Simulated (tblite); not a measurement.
Compound: C₆H₃ClFO (doublet state).
SMILES: `[O]c1c(F)cccc1Cl`

Level: GFN2-xTB in tblite, geometry and Hessian alike; calculated harmonic values, unscaled, isolated species. Against measured fundamentals such values can be off by several per cent, at times by over 20. Open shells enter through the occupations alone, without spin polarisation, and single modes of such species can be off by tens of per cent.

Harmonic wavenumbers (cm⁻¹): 86.7, 191.0, 205.8, 268.5, 280.2, 370.3, 438.5, 446.6, 468.6, 560.8, 635.7, 700.6, 791.0, 819.5, 878.2, 886.0, 900.9, 1075.7, 1101.2, 1158.4, 1226.0, 1272.1, 1324.2, 1392.1, 1481.2, 1551.2, 1597.8, 3097.2, 3101.2, 3113.5.

A = 2414, B = 1165, C = 785.8 MHz; mass 144.986 u (most abundant isotopes); point group Cs, symmetry number 1; spin multiplicity 2.

Task: What is the zero-point energy?

Result: ½Σν̃ = 15710 cm⁻¹ = 187.94 kJ/mol.

Task: What is S at 500 K and 1 bar for an ideal gas of classical rigid rotors and harmonic oscillators?

Result: Translation 181.67, rotation 129.31, vibration 131.91, spin (R ln 2) 5.76: S = 448.7 J/(mol K).

Task: And Cp and H(500 K) − H(0)?

Result: Cp = 176.63 J/(mol K), of which vibrations give 143.37 (their classical limit is 30 R = 249.4); H(500 K) − H(0) = 53.42 kJ/mol without the zero-point energy, 36.79 from vibrations.

Task: How do the functions run with temperature in this model?

Result: 
| T (K) | S (J/(mol K)) | Cp (J/(mol K)) | H − H(0) (kJ/mol) | G − H(0) (kJ/mol) | ln q(vib) |
| --- | --- | --- | --- | --- | --- |
| 100 | 276.3 | 57.6 | 4.21 | -23.42 | 0.51 |
| 200 | 327.4 | 93.3 | 11.79 | -53.69 | 1.86 |
| 300 | 371.5 | 126.0 | 22.78 | -88.67 | 3.50 |
| 800 | 542.0 | 218.7 | 113.46 | -320.10 | 12.15 |
| 1000 | 592.6 | 234.6 | 158.89 | -433.69 | 15.29 |

q(vib) and H(0) count from the zero-point level.

Task: Blend soft modes into free rotors: weight 1/[1 + (100 cm⁻¹/ν̃)⁴] for the oscillator and the rest for a rotor with moment μB/(μ + B), μ = h/(8π²ν), B = 10⁻⁴⁴ kg m². What vibrational entropy results?

Result: 128.36 J/(mol K) in place of 131.91, which changes −T·S at 500 K by +1.77 kJ/mol.

Hindered rotation and anharmonicity are outside this model.
